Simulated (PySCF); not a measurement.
# Reading the logs of faulty runs: GeH5O2Si

All numbers below are calculated, not measured. The program is PySCF 2.14.0, an open-source quantum chemistry code, run on an isolated molecule that a program drew, which may never have been made. The molecule is GeH5O2Si (charge 0, doublet), drawn as the SMILES string `O[SiH2][O][GeH2]`.

Each row is a Hartree-Fock (HF) and frozen-core CCSD(T) single point in the cc-pV(D+d)Z basis, meant for a local HF minimum. Run 1 is clean. Each other run has one planted mistake out of seven kinds, and not every kind appears here: one electron removed, one electron added, multiplicity raised by two, geometry at a saddle point, minimal basis STO-3G, one bond length entered in bohr, all coordinates scaled. The reference is restricted for singlets and unrestricted otherwise, and also for a bond in bohr. Adding or removing an electron swaps singlet and doublet. Electrons count all cores. HOMO and LUMO are orbital energies over both spins, the gradient is its largest component, and the lowest frequency (negative if imaginary) is given only where the gradient is small. Bond lengths are over the 8 bonds as drawn. T1 is the CCSD diagnostic: over 0.02 (restricted) or 0.045 (unrestricted) a single reference is doubtful. Germanium has the cc-pVDZ-PP basis, with a core potential (ECP10MDF) in place of its 10 inner electrons, and its 3s, 3p and 3d shells are frozen in CCSD(T).

Geometry of the clean run:
```xyz
9
GeH5O2Si, angstrom
O    -1.4964    1.2939    2.2815
Si   -0.0017    1.4895    1.6196
O     0.1003    0.8234    0.1358
Ge   -0.1636   -0.7114   -0.7325
H    -2.2265    1.7615    1.9048
H     0.3133    2.9232    1.4742
H     0.9168    0.8243    2.5576
H    -1.6611   -0.8106   -1.0696
H     0.7048   -0.6344   -1.9955
```

```
run  electrons  basis functions  <S^2>  HOMO (eV)  LUMO (eV)  gradient (hartree/bohr)  lowest frequency (cm^-1)  mean bond (Å)  longest bond (Å)      T1  HF (hartree)  CCSD(T) (hartree)                          mistake
  1         67               99  0.754      -9.21       0.96                  1.1e-05                        40         1.5030             1.783  0.0146    -735.03473         -735.63597                         no fault
  2         66               99  0.000     -16.30      -7.49                  9.1e-02                         -         1.5030             1.783  0.0234    -734.72728         -735.33447             one electron removed
  3         68               99  0.000      -0.73       8.37                  8.8e-02                         -         1.5030             1.783  0.0134    -735.02864         -735.65568               one electron added
  4         67               99  1.537      -8.87       0.87                  9.0e-03                         -         1.6667             2.781  0.0487    -734.91404         -735.50963  one bond length entered in bohr
  5         67               99  3.762      -3.60      -1.53                  1.5e-01                         -         1.5030             1.783  0.0619    -734.77677         -735.36160                                ?
  6         67               99  0.755      -9.30       0.81                  2.2e-02                         -         1.5421             1.829  0.0156    -735.02869         -735.63549                                ?
```

**Which mistake was planted in run 5, and what did it cost?**

Electrons, basis and geometry are unchanged, and <S^2> is 3.762, beside S(S+1) = 3.75 for a multiplicity of 4. So the mistake is: multiplicity raised by two. Subtracting run 1 and multiplying by 627.51 kcal/mol a hartree, the energy moved by 161.9 kcal/mol in HF and 172.2 kcal/mol in CCSD(T).

**Which mistake was planted in run 6, and what did it cost?**

The mean and the longest bond both change by the same factor, 1.026, and the gradient is no longer small. So the mistake is: all coordinates scaled. Subtracting run 1 and multiplying by 627.51 kcal/mol a hartree, the energy moved by 3.8 kcal/mol in HF and 0.3 kcal/mol in CCSD(T).

Cautions from the logs. Run 2: T1 is over the limit, so its CCSD(T) energy is less reliable; run 4: T1 is over the limit, so its CCSD(T) energy is less reliable; run 5: T1 is over the limit, so its CCSD(T) energy is less reliable.
